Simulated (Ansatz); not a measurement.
`c1cc2sc1-c1ccc(s1)-c1ccc(s1)-c1ccc(s1)-c1ccc(s1)-c1ccc(s1)-c1ccc(s1)-c1ccc(s1)-c1ccc(s1)-c1ccc(s1)-c1ccc(s1)-c1ccc-2s1`, relaxed as a singlet with RKS PBE-D4/def2-SVP in Ansatz, starting from the GFN2-xTB geometry. Force threshold 0.03 eV/Å.

Single mean-field runs in def2-SVP are fitted with def2-universal-jkfit. The restricted singlet is unstable towards broken spin symmetry in Hartree–Fock (as tested in another run); at PBE-D4/def2-SVP this wasn't settled.

Start:

Cartesian coordinates in Å:
```
C -0.090 8.208 2.836
C 0.484 8.523 1.604
C 0.731 7.419 0.815
S 0.233 5.961 1.623
C -0.295 6.856 3.017
C -0.843 6.188 4.146
C -1.248 6.727 5.349
C -1.728 5.776 6.250
C -1.703 4.489 5.754
S -1.069 4.464 4.135
C -2.112 3.288 6.398
C -2.627 3.130 7.667
C -2.928 1.804 7.983
C -2.649 0.921 6.960
S -1.998 1.757 5.582
C -2.839 -0.488 6.932
C -3.370 -1.303 7.910
C -3.423 -2.648 7.543
C -2.931 -2.892 6.277
S -2.395 -1.416 5.530
C -2.822 -4.134 5.591
C -3.188 -5.390 6.028
C -2.929 -6.399 5.100
C -2.360 -5.938 3.931
S -2.147 -4.212 3.990
C -1.976 -6.682 2.781
C -2.046 -8.045 2.576
C -1.600 -8.440 1.315
C -1.179 -7.390 0.526
S -1.334 -5.881 1.377
C -0.701 -7.424 -0.813
C -0.534 -8.516 -1.638
C -0.072 -8.184 -2.912
C 0.128 -6.831 -3.089
S -0.270 -5.956 -1.640
C 0.599 -6.149 -4.244
C 0.903 -6.671 -5.485
C 1.362 -5.715 -6.391
C 1.421 -4.442 -5.864
S 0.886 -4.434 -4.209
C 1.860 -3.244 -6.493
C 2.306 -3.068 -7.786
C 2.684 -1.756 -8.071
C 2.536 -0.897 -7.001
S 1.907 -1.742 -5.617
C 2.834 0.492 -6.930
C 3.431 1.293 -7.881
C 3.580 2.620 -7.474
C 3.099 2.862 -6.204
S 2.452 1.409 -5.502
C 3.069 4.091 -5.490
C 3.554 5.323 -5.876
C 3.324 6.328 -4.935
C 2.661 5.887 -3.810
S 2.323 4.185 -3.922
C 2.245 6.637 -2.675
C 2.313 8.000 -2.478
C 1.791 8.410 -1.251
C 1.315 7.369 -0.481
S 1.518 5.850 -1.306
H -0.352 8.943 3.575
H 0.712 9.527 1.294
H -1.190 7.777 5.570
H -2.082 6.014 7.236
H -2.780 3.952 8.343
H -3.333 1.496 8.929
H -3.709 -0.933 8.860
H -3.809 -3.422 8.181
H -3.628 -5.568 6.992
H -3.149 -7.436 5.272
H -2.411 -8.732 3.318
H -1.588 -9.463 0.983
H -0.740 -9.524 -1.326
H 0.115 -8.910 -3.683
H 0.793 -7.713 -5.724
H 1.649 -5.943 -7.401
H 2.357 -3.870 -8.500
H 3.051 -1.438 -9.030
H 3.754 0.927 -8.839
H 4.021 3.385 -8.086
H 4.058 5.489 -6.811
H 3.635 7.349 -5.068
H 2.721 8.676 -3.207
H 1.760 9.436 -0.933
```

**Question.** Estimate the energy that the relaxation releases and the steps that it takes.

**Answer.** 17.6 kcal/mol, in 3 steps; 21 s on 11 threads of AMD EPYC 7R13 on a shared host and a whole NVIDIA H100 80GB HBM3. No frequencies were taken in this run, so the end may be a saddle point.

**Question.** Does the start keep its bonding?

**Answer.** By distances, no bond broke or formed. The bond that changes most is C53–H82, from 1.07 to 1.10 Å (atoms count from 1).

**Question.** Predict the relaxed structure.

**Answer.** 
Cartesian coordinates in Å:
```
C -0.078 8.321 2.879
C 0.506 8.638 1.634
C 0.762 7.519 0.834
S 0.266 6.057 1.663
C -0.284 6.949 3.068
C -0.843 6.274 4.208
C -1.263 6.820 5.426
C -1.758 5.861 6.334
C -1.730 4.553 5.837
S -1.078 4.538 4.211
C -2.149 3.338 6.484
C -2.674 3.171 7.770
C -2.980 1.830 8.085
C -2.698 0.933 7.049
S -2.044 1.791 5.669
C -2.885 -0.493 7.021
C -3.417 -1.323 8.013
C -3.455 -2.686 7.649
C -2.953 -2.936 6.366
S -2.430 -1.441 5.620
C -2.841 -4.193 5.676
C -3.208 -5.469 6.120
C -2.958 -6.488 5.177
C -2.394 -6.021 3.984
S -2.175 -4.285 4.059
C -2.021 -6.771 2.815
C -2.083 -8.153 2.607
C -1.645 -8.552 1.326
C -1.235 -7.485 0.518
S -1.404 -5.971 1.383
C -0.746 -7.520 -0.835
C -0.564 -8.629 -1.669
C -0.073 -8.297 -2.949
C 0.136 -6.925 -3.131
S -0.295 -6.051 -1.676
C 0.626 -6.239 -4.296
C 0.926 -6.764 -5.558
C 1.398 -5.800 -6.473
C 1.472 -4.509 -5.938
S 0.941 -4.516 -4.268
C 1.915 -3.298 -6.574
C 2.358 -3.113 -7.889
C 2.734 -1.784 -8.177
C 2.590 -0.914 -7.090
S 1.979 -1.782 -5.697
C 2.880 0.493 -7.022
C 3.482 1.310 -7.986
C 3.613 2.656 -7.584
C 3.115 2.907 -6.300
S 2.478 1.434 -5.600
C 3.075 4.152 -5.580
C 3.578 5.400 -5.965
C 3.351 6.418 -5.013
C 2.667 5.976 -3.874
S 2.307 4.267 -4.010
C 2.259 6.733 -2.722
C 2.342 8.114 -2.509
C 1.834 8.524 -1.258
C 1.347 7.469 -0.479
S 1.539 5.950 -1.330
H -0.353 9.070 3.634
H 0.737 9.662 1.311
H -1.203 7.895 5.645
H -2.130 6.104 7.338
H -2.827 4.011 8.461
H -3.397 1.509 9.049
H -3.770 -0.940 8.980
H -3.840 -3.482 8.300
H -3.649 -5.647 7.110
H -3.187 -7.549 5.348
H -2.439 -8.852 3.375
H -1.624 -9.595 0.984
H -0.785 -9.655 -1.346
H 0.137 -9.037 -3.734
H 0.797 -7.827 -5.802
H 1.685 -6.029 -7.508
H 2.401 -3.932 -8.619
H 3.098 -1.450 -9.158
H 3.822 0.926 -8.957
H 4.057 3.440 -8.210
H 4.103 5.560 -6.916
H 3.682 7.457 -5.138
H 2.755 8.804 -3.257
H 1.815 9.568 -0.919
```
Bond lengths: 48 × C–C 1.40 to 1.44 Å; 24 × C–S 1.75 Å; 24 × C–H 1.10 Å.
